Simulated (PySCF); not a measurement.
PySCF input (BP86/def2-TZVPD):

```python
from pyscf import gto, scf, dft

mol = gto.M(
    atom='''
    Ge    0.00000000   -0.00000000   -0.00000000
    H    -0.62084931   -0.89938570   -1.07909442
    H     0.56820009   -0.87256181    1.12897202
    H    -1.07716225    0.93547100    0.56869039
    H     1.12981147    0.83647651   -0.61856799
    ''',
    basis='def2-tzvpd',
    charge=0,
    spin=0,
    verbose=4,
)

mf = dft.RKS(mol, xc='bp86').density_fit(auxbasis='def2-universal-jkfit')
mf.grids.level = 3
mf.conv_tol = 1e-9
mf.max_cycle = 100
mf.max_memory = 1500
mf.kernel()
if not mf.converged:
    mf = mf.newton()
    mf.kernel(mf.make_rdm1())
mf.analyze()
```

End of the output:

```
Extra cycle  E= -2079.65832692821  delta_E= -1.27e-11  |g|= 1.67e-06  |ddm|= 6.49e-06
converged SCF energy = -2079.65832692821
**** SCF Summaries ****
Total Energy =                       -2079.658326928214592
Nuclear Repulsion Energy =              45.368768997511175
One-electron Energy =                -2987.049297535497317
Two-electron Energy =                  862.022201609771287
Two-electron Coulomb Energy =          942.756381596873325
DFT Exchange-Correlation Energy =      -80.734179987102081
HOMO-LUMO gap [eV] =                     8.054307626813259
**** MO energy ****
MO #1   energy= -397.178781948225  occ= 2
MO #2   energy= -49.1853436928326  occ= 2
MO #3   energy= -43.7973205173364  occ= 2
MO #4   energy= -43.7973205140128  occ= 2
MO #5   energy= -43.7973205099885  occ= 2
MO #6   energy= -5.96992886547494  occ= 2
MO #7   energy= -4.18558771675737  occ= 2
MO #8   energy= -4.18558770481682  occ= 2
MO #9   energy= -4.18558769913602  occ= 2
MO #10  energy= -1.09380794597939  occ= 2
MO #11  energy= -1.09380788190247  occ= 2
MO #12  energy= -1.09380786594122  occ= 2
MO #13  energy= -1.09126533754351  occ= 2
MO #14  energy= -1.09126527874464  occ= 2
MO #15  energy= -0.516007486779094 occ= 2
MO #16  energy= -0.310943167200222 occ= 2
MO #17  energy= -0.31094315759584  occ= 2
MO #18  energy= -0.310943136200098 occ= 2
MO #19  energy= -0.0149527878623301 occ= 0
MO #20  energy= 0.0107102745587637 occ= 0
MO #21  energy= 0.0107104653242246 occ= 0
MO #22  energy= 0.0107104799353752 occ= 0
MO #23  energy= 0.0671042612465786 occ= 0
MO #24  energy= 0.0671045551287854 occ= 0
MO #25  energy= 0.0949261951395299 occ= 0
MO #26  energy= 0.0949262407236101 occ= 0
MO #27  energy= 0.0949263763257896 occ= 0
MO #28  energy= 0.102890938987371  occ= 0
MO #29  energy= 0.164927149137624  occ= 0
MO #30  energy= 0.164927425549014  occ= 0
MO #31  energy= 0.164928682657549  occ= 0
MO #32  energy= 0.221998313166929  occ= 0
MO #33  energy= 0.22199862068139   occ= 0
MO #34  energy= 0.221998770024935  occ= 0
MO #35  energy= 0.233091990140646  occ= 0
MO #36  energy= 0.233092894845602  occ= 0
MO #37  energy= 0.240152510524407  occ= 0
MO #38  energy= 0.267985813646316  occ= 0
MO #39  energy= 0.267986098446809  occ= 0
MO #40  energy= 0.267986682338283  occ= 0
MO #41  energy= 0.393239764089821  occ= 0
MO #42  energy= 0.43323152019604   occ= 0
MO #43  energy= 0.433231880326903  occ= 0
MO #44  energy= 0.43323253521081   occ= 0
MO #45  energy= 0.440468359073453  occ= 0
MO #46  energy= 0.440468794324244  occ= 0
MO #47  energy= 0.465719467893418  occ= 0
MO #48  energy= 0.465719550412853  occ= 0
MO #49  energy= 0.465721064240804  occ= 0
MO #50  energy= 0.592646722481329  occ= 0
MO #51  energy= 0.592647267456944  occ= 0
MO #52  energy= 0.592647835978459  occ= 0
MO #53  energy= 0.708753022138061  occ= 0
MO #54  energy= 0.954221646547322  occ= 0
MO #55  energy= 0.954221669179629  occ= 0
MO #56  energy= 0.954221698064541  occ= 0
MO #57  energy= 1.02043862177606   occ= 0
MO #58  energy= 1.02043896708593   occ= 0
MO #59  energy= 1.08667687558321   occ= 0
MO #60  energy= 1.08667712454875   occ= 0
MO #61  energy= 1.08667731217079   occ= 0
MO #62  energy= 1.10335216855337   occ= 0
MO #63  energy= 1.10335221621233   occ= 0
MO #64  energy= 1.10335230661178   occ= 0
MO #65  energy= 1.28048612663044   occ= 0
MO #66  energy= 1.76510684817566   occ= 0
MO #67  energy= 1.76510749447152   occ= 0
MO #68  energy= 1.76647515410271   occ= 0
MO #69  energy= 1.76647555317816   occ= 0
MO #70  energy= 1.76647605739884   occ= 0
MO #71  energy= 1.930859697567     occ= 0
MO #72  energy= 1.93086046016365   occ= 0
MO #73  energy= 1.93086064257258   occ= 0
MO #74  energy= 2.33970787820054   occ= 0
MO #75  energy= 2.41428639304958   occ= 0
MO #76  energy= 2.41428697567571   occ= 0
MO #77  energy= 2.41428766254712   occ= 0
MO #78  energy= 2.58932150970462   occ= 0
MO #79  energy= 2.69568862997694   occ= 0
MO #80  energy= 2.6956891048195    occ= 0
MO #81  energy= 2.69568944079504   occ= 0
MO #82  energy= 2.72626397057619   occ= 0
MO #83  energy= 2.72626411481528   occ= 0
MO #84  energy= 2.83470570281294   occ= 0
MO #85  energy= 2.83470592620395   occ= 0
MO #86  energy= 2.83470631033221   occ= 0
MO #87  energy= 4.2841613492806    occ= 0
MO #88  energy= 4.28416140929168   occ= 0
MO #89  energy= 4.28416151128625   occ= 0
MO #90  energy= 5.55464159379716   occ= 0
 ** Mulliken pop on meta-lowdin orthogonal AOs  **
 ** Mulliken pop  **
pop of  0 Ge 1s           1.99998
pop of  0 Ge 2s           1.99965
pop of  0 Ge 3s           1.99891
pop of  0 Ge 4s           1.18965
pop of  0 Ge 5s           0.00448
pop of  0 Ge 6s           0.00103
pop of  0 Ge 7s           0.00020
pop of  0 Ge 2px          1.99995
pop of  0 Ge 2py          1.99995
pop of  0 Ge 2pz          1.99995
pop of  0 Ge 3px          1.99981
pop of  0 Ge 3py          1.99981
pop of  0 Ge 3pz          1.99981
pop of  0 Ge 4px          0.87544
pop of  0 Ge 4py          0.87544
pop of  0 Ge 4pz          0.87544
pop of  0 Ge 5px          0.00686
pop of  0 Ge 5py          0.00686
pop of  0 Ge 5pz          0.00686
pop of  0 Ge 6px          0.00009
pop of  0 Ge 6py          0.00009
pop of  0 Ge 6pz          0.00009
pop of  0 Ge 3dxy         1.99848
pop of  0 Ge 3dyz         1.99848
pop of  0 Ge 3dz^2        1.99895
pop of  0 Ge 3dxz         1.99866
pop of  0 Ge 3dx2-y2      1.99904
pop of  0 Ge 4dxy         0.00274
pop of  0 Ge 4dyz         0.00274
pop of  0 Ge 4dz^2        0.00099
pop of  0 Ge 4dxz         0.00206
pop of  0 Ge 4dx2-y2      0.00065
pop of  0 Ge 5dxy         0.00064
pop of  0 Ge 5dyz         0.00064
pop of  0 Ge 5dz^2        0.00032
pop of  0 Ge 5dxz         0.00052
pop of  0 Ge 5dx2-y2      0.00026
pop of  0 Ge 6dxy         0.00035
pop of  0 Ge 6dyz         0.00035
pop of  0 Ge 6dz^2        0.00012
pop of  0 Ge 6dxz         0.00026
pop of  0 Ge 6dx2-y2      0.00007
pop of  0 Ge 7dxy         0.00006
pop of  0 Ge 7dyz         0.00006
pop of  0 Ge 7dz^2        0.00004
pop of  0 Ge 7dxz         0.00005
pop of  0 Ge 7dx2-y2      0.00004
pop of  0 Ge 4f-3         0.00023
pop of  0 Ge 4f-2         0.00136
pop of  0 Ge 4f-1         0.00038
pop of  0 Ge 4f+0         0.00001
pop of  0 Ge 4f+1         0.00001
pop of  0 Ge 4f+2         0.00001
pop of  0 Ge 4f+3         0.00002
pop of  1 H 1s            1.03065
pop of  1 H 2s            0.00316
pop of  1 H 3s            0.00039
pop of  1 H 2px           0.00042
pop of  1 H 2py           0.00072
pop of  1 H 2pz           0.00096
pop of  1 H 3px           0.00057
pop of  1 H 3py           0.00049
pop of  1 H 3pz           0.00041
pop of  2 H 1s            1.03065
pop of  2 H 2s            0.00316
pop of  2 H 3s            0.00039
pop of  2 H 2px           0.00038
pop of  2 H 2py           0.00068
pop of  2 H 2pz           0.00104
pop of  2 H 3px           0.00058
pop of  2 H 3py           0.00049
pop of  2 H 3pz           0.00039
pop of  3 H 1s            1.03065
pop of  3 H 2s            0.00316
pop of  3 H 3s            0.00039
pop of  3 H 2px           0.00096
pop of  3 H 2py           0.00076
pop of  3 H 2pz           0.00038
pop of  3 H 3px           0.00041
pop of  3 H 3py           0.00047
pop of  3 H 3pz           0.00058
pop of  4 H 1s            1.03065
pop of  4 H 2s            0.00316
pop of  4 H 3s            0.00039
pop of  4 H 2px           0.00104
pop of  4 H 2py           0.00064
pop of  4 H 2pz           0.00042
pop of  4 H 3px           0.00039
pop of  4 H 3py           0.00051
pop of  4 H 3pz           0.00057
 ** Mulliken atomic charges  **
charge of    0Ge =      0.15108
charge of    1H =     -0.03777
charge of    2H =     -0.03777
charge of    3H =     -0.03777
charge of    4H =     -0.03777
Dipole moment(X, Y, Z, Debye):  0.00000,  0.00000, -0.00000
```
